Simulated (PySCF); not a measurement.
Species: C7H9N2 (doublet state).
Cartesian coordinates in Å at the GFN2-xTB level; atoms count from 1:
```xyz
18
C7H9N2 angstrom
C      3.156   -0.485   -0.476
N      2.134   -0.337    0.507
C      0.886   -0.131    0.153
C      0.377   -0.031   -1.181
C     -0.952    0.184   -1.419
C     -1.866    0.312   -0.361
N     -3.186    0.577   -0.610
C     -1.390    0.221    0.959
C     -0.066    0.007    1.209
H      2.966   -1.328   -1.152
H      4.095   -0.662    0.049
H      3.266    0.415   -1.096
H      1.054   -0.131   -2.016
H     -1.319    0.257   -2.434
H     -3.844    0.456    0.142
H     -3.534    0.427   -1.541
H     -2.093    0.322    1.774
H      0.307   -0.066    2.218
```

The hyperfine couplings belong to this conformer and change with its torsions.

The species is `C[N]C1=CC=C(N)C=C1` [radical].

Method used: UKS B3LYP, pcH-1 on C H N, non-relativistic, mean-field spin-orbit, GIAO (PySCF). Isolated species at its GFN2-xTB geometry (one conformer only). Couplings are sensitive to structure, and on GFN2-xTB geometries they can be far from those on DFT ones. The frame is twisted about the C6–N7 bond at this geometry (dihedral C8–C6–N7–H15 = -16°); couplings at other torsion angles weren't computed.

What are Nα, Nβ and the exact ⟨S²⟩?

65 electrons with 2S = 1: 33 α and 32 β; S(S+1) = 0.75.

Mulliken spin populations, one withheld:

| atom | bound to | population |
| --- | --- | --- |
| C1 | N2, H10, H11, H12 | -0.0449 |
| N2 | C1, C3 | ? |
| C3 | N2, C4, C9 | -0.1418 |
| C4 | C3, C5, H13 | +0.2436 |
| C5 | C4, C6, H14 | -0.0856 |
| C6 | C5, N7, C8 | +0.2393 |
| N7 | C6, H15, H16 | +0.1002 |
| C8 | C6, C9, H17 | -0.1143 |
| C9 | C8, C3, H18 | +0.2209 |
| H10 | C1 | +0.0354 |
| H11 | C1 | +0.0004 |
| H12 | C1 | +0.0368 |
| H13 | C4 | -0.0110 |
| H14 | C5 | +0.0025 |
| H15 | N7 | -0.0030 |
| H16 | N7 | -0.0030 |
| H17 | C8 | +0.0039 |
| H18 | C9 | -0.0103 |

Fill in the missing population.

The populations add up to Nα − Nβ = 1, and the others sum to 0.4691, so N2 holds +0.531.

Sum the populations by element and by sign.

Nitrogen +0.63, carbon +0.32, hydrogen +0.05. The positive populations sum to 1.41, the negative ones to -0.41.

With ⟨S²⟩ = 0.7770, find the sum of squared α–β overlaps and estimate the admixture of higher spin.

For a single determinant ⟨S²⟩ = S(S+1) + Nβ − Σ|⟨iα|jβ⟩|², so the squared overlaps of occupied orbitals sum to 32 − 0.0270 = 31.9730. If the quartet state (S + 1) were the only admixture, its weight would be 0.0270/(2S + 2) = 0.90 %. For Kohn–Sham this describes the determinant of the orbitals, not the true wave function.

What Fermi-contact NMR shifts do the couplings of C1, N2, C3, C4, C5, C6, N7 imply at 250 K (Curie law, g = gₑ)?

δ = a_FC·h·gₑ μB S(S+1)/(3 g_N μN kT), with k/h = 20836.6 MHz/K:

```json
{"nuclei": "C1", "isotope": "13C", "a_FC (MHz)": "-20.66", "g_N": "1.4048", "contact shift (ppm)": "-2595"}
{"nuclei": "N2", "isotope": "14N", "a_FC (MHz)": "21.51", "g_N": "0.4038", "contact shift (ppm)": "+9398"}
{"nuclei": "C3", "isotope": "13C", "a_FC (MHz)": "-35.83", "g_N": "1.4048", "contact shift (ppm)": "-4500"}
{"nuclei": "C4", "isotope": "13C", "a_FC (MHz)": "19.79", "g_N": "1.4048", "contact shift (ppm)": "+2486"}
{"nuclei": "C5", "isotope": "13C", "a_FC (MHz)": "-17.03", "g_N": "1.4048", "contact shift (ppm)": "-2139"}
{"nuclei": "C6", "isotope": "13C", "a_FC (MHz)": "19.09", "g_N": "1.4048", "contact shift (ppm)": "+2397"}
{"nuclei": "N7", "isotope": "14N", "a_FC (MHz)": "8.01", "g_N": "0.4038", "contact shift (ppm)": "+3500"}
```

All at the stated temperature.

C4 and C9, with what hangs on them, aren't averaged: C3 is flat or nearly so (angle sum 360°), and its turn about the short C3–N2 bond (1.31 Å) is taken as slow. C5 and C8, with what hangs on them, aren't averaged: C6 is flat or nearly so (angle sum 360°), and its turn about the short C6–N7 bond (1.37 Å) is taken as slow.

Examples of negative spin density at the nucleus (bohr⁻³): C3 (-0.0319), C1 (-0.0184) and C8 (-0.0170).

The SMILES `C[N]c1ccc(N)cc1` draws the unpaired electron on N2, whose computed spin population is only +0.53.

On an Arm Neoverse V2 with one thread, shared host with 32 logical CPUs at a one-minute load of 11, this took 83 s of wall time (grids of density and orbitals included) and 1.1 GiB of memory at its peak.
